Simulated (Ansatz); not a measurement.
Consider the formal exchange of groups at a B–C bond: `CCB(C)F` + ethylene → `C=CB(F)CC` + CH₄.

Gas-phase electronic energies from Ansatz, PBE0-D4/def2-TZVP geometries. CCSD(T)/CBS is the MP2 limit (def2-TZVPP, def2-QZVPP) plus CCSD(T) − MP2 in def2-TZVPP, frozen cores. This one scheme is used for every species. DFT in def2-TZVPP. Each species was taken in one conformer, which may not be the lowest.

```csv
level,ΔE (kJ/mol)
ωB97M-V,-15.9
B2PLYP,-17.6
PBE0,-15.4
MP2/def2-TZVPP,-19.8
CCSD(T)/def2-TZVPP,-17.7
HF/def2-QZVPP,-15.2
SCS-MP2/def2-QZVPP,-18.4
MP2/CBS(def2),-19.0
```

**Question.** What does CCSD(T)/CBS give? (An estimate is asked.)

**Answer.** The calculation gave: -16.9 kJ/mol. The listed levels differ from it by 1.0, -0.7, 1.5, -2.9, -0.8, 1.7, -1.5, -2.1 kJ/mol.

Largest T1 diagnostic among the species: 0.012.

The D4 term adds −3.5 kJ/mol with B3LYP and −2.0 kJ/mol with PBE0; it sums over pairs of atoms, weighted by their polarisabilities, and B3LYP, whose exchange is more repulsive, gets the larger term.

B3LYP here is the variant with VWN-RPA as its local correlation; programs differ in this.
